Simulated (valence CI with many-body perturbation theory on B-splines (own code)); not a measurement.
## Energy levels of Hf⁵⁷⁺

Computed by relativistic CI+MBPT: five valence electrons over a frozen Dirac-Fock core [Ne], radial functions for each j: 9 s, 9 p, 8 d, 6 f, 3 g, 1 h, with the one-electron correlation potential Σ1, the two-electron term Σ2, the three-electron term Σ3, Breit, model QED; selected CI, second order for the rest (own B-spline code, finite nucleus).

The last digits are not significant, and no measured levels were compared; by estimate large intervals hold to a few tenths of a per cent, small ones and those within an open d or f shell to about a per cent. Among the levels kept, up to 550 cm⁻¹ of a level comes from second order outside the variational space, and about a tenth of that is noise between levels of different J, which matters for small intervals.

Levels 46 to 52 of 52, with energies above the lowest level, (3s^2 3p1/2^2 3p3/2) J=3/2. "Leading %" is the weight of the configuration and term that name the level; weights of strongly mixed levels are sums over their largest components and can fall short. In the jj column 3d3/2^4 stands for four electrons in 3d with j = 3/2. Lifetimes count E1, E2, E3, M1 and M2 decay at the calculated energies, and are blank where another channel may lead or the interval is too uncertain; long ones can be off by a factor of two.

```
No.  Configuration  Term    J  E (eV)  Leading %     Second component  Lifetime                     Leading jj
 46         3s 3p4    2P  1/2  811.21         46       28 % 3s 3p4 4P    540 fs        3s 3p1/2 3p3/2^3 (74 %)
 47         3s 3p4    2P  3/2  813.57         40       27 % 3s 3p4 2D    464 fs        3s 3p1/2 3p3/2^3 (76 %)
 48     3s2 3p 3d2   4G°  7/2  826.26         55  13 % 3s2 3p 3d2 2G°   3.21 ps  3s^2 3p1/2 3d3/2 3d5/2 (95 %)
 49     3s2 3p 3d2   2D°  5/2  830.16         24  19 % 3s2 3p 3d2 4D°   2.56 ps  3s^2 3p1/2 3d3/2 3d5/2 (95 %)
 50     3s2 3p 3d2   4D°  3/2  836.48         42  20 % 3s2 3p 3d2 2D°   2.41 ps  3s^2 3p1/2 3d3/2 3d5/2 (94 %)
 51     3s2 3p 3d2   4P°  1/2  838.48         46  27 % 3s2 3p 3d2 4D°   2.79 ps  3s^2 3p1/2 3d3/2 3d5/2 (96 %)
 52     3s2 3p 3d2   2H°  9/2  840.06         49  32 % 3s2 3p 3d2 2G°   3.79 ps  3s^2 3p1/2 3d3/2 3d5/2 (97 %)
```
